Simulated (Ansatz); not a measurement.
C3H5BS can be A, `BC1=C(S)C1`, or B, `BC1=C(C)S1`.

Program: Ansatz. Geometries: PBE0-D4/def2-TZVP. ΔE: electronic, gas phase. CCSD(T)/CBS is the MP2 limit (def2-TZVPP, def2-QZVPP) plus CCSD(T) − MP2 in def2-TZVPP, frozen cores. DFT in def2-TZVPP. B3LYP here is the variant with VWN-RPA as its local correlation; programs differ in this. Each species was taken in one conformer, which may not be the lowest.

Which is lower in electronic energy at CCSD(T)/CBS, and by how much? (Best estimate.)

Ansatz gave: B, by 8.7 kcal/mol.

Give E(B) − E(A) in kcal/mol with CCSD/def2-TZVPP, MP2/def2-TZVPP, BLYP-D4, r2SCAN-D4, B3LYP-D4, PBE-D4, HF/def2-TZVPP. (Best estimate.)

Ansatz gave: CCSD/def2-TZVPP -6.3, MP2/def2-TZVPP -7.6, BLYP-D4 -10.8, r2SCAN-D4 -9.0, B3LYP-D4 -8.8, PBE-D4 -9.4, HF/def2-TZVPP -4.9. None reverses the order clearly.

Does the order hold for the free energy at 298.15 K (harmonic terms from PBE0-D4)? (Best estimate.)

Ansatz gave: Yes: G(B) − G(A) = -8.3 kcal/mol, for one conformer each.

Largest T1 diagnostic: 0.018.

In def2-TZVPP, CCSD(T) changes the Hartree–Fock value by −3.0 kcal/mol (the triples alone add −1.5 kcal/mol) and MP2 by −2.7 kcal/mol. From r2SCAN to r2SCAN0 (25 % exact exchange), in def2-TZVPP and without D4, E(B) − E(A) moves by +1.8 kcal/mol.
